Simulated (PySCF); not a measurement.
**Orbital picture of MgBe⁺**

r²SCAN at R = 2.661 Å; Mg aug-pcseg-1, Be aug-pcseg-1; no relativity (PySCF 2.14). State: ²Σ⁺ (doublet), unpaired electrons σ ↑. Only the outer orbitals are listed, counted within each symmetry.

```csv
spin,orbital,occ.,ε (eV),on Mg (%),main shells (%)
α,1π,1,-55.49,100,100 Mg p
α,1π,1,-55.49,100,100 Mg p
α,4σ,1,-55.45,100,100 Mg p
α,5σ,1,-12.45,33,"64 Be s, 32 Mg s"
α,6σ,1,-10.17,54,"50 Mg s, 32 Be s, 14 Be p"
α,7σ,0,-7.72,47,"53 Be p, 38 Mg p, 10 Mg s"
α,2π,0,-7.52,34,"66 Be p, 34 Mg p"
α,2π,0,-7.52,34,"66 Be p, 34 Mg p"
β,1π,1,-55.40,100,100 Mg p
β,1π,1,-55.40,100,100 Mg p
β,4σ,1,-55.37,100,100 Mg p
β,5σ,1,-12.13,24,"61 Be s, 20 Mg s, 14 Be p"
β,6σ,0,-8.05,67,"64 Mg s, 35 Be s"
β,2π,0,-6.72,32,"68 Be p, 32 Mg p"
β,2π,0,-6.72,32,"68 Be p, 32 Mg p"
```

Q: Which are the highest filled and the lowest empty level, where do they sit, and how wide is the gap?

A: Highest filled α 6σ at -10.17 eV (in %: 50 Mg s, 32 Be s, 14 Be p); lowest empty β 6σ at -8.05 eV (in %: 64 Mg s, 35 Be s); the gap at r²SCAN is 2.12 eV.

| Property | Result |
| --- | --- |
| bond order (Mayer) | 0.73 |
| ⟨S²⟩ | 0.798 |
| charge on Mg (Mulliken, basis-dependent) | 0.88 |
| charge on Mg (Löwdin, basis-dependent) | 0.73 |
| dipole moment (positive dipole points towards Be; it is taken about the centre of mass and depends on that origin) | 0.45 D |

The state is the lowest determinant that a PBE0 search found; another state may lie lower at other levels.
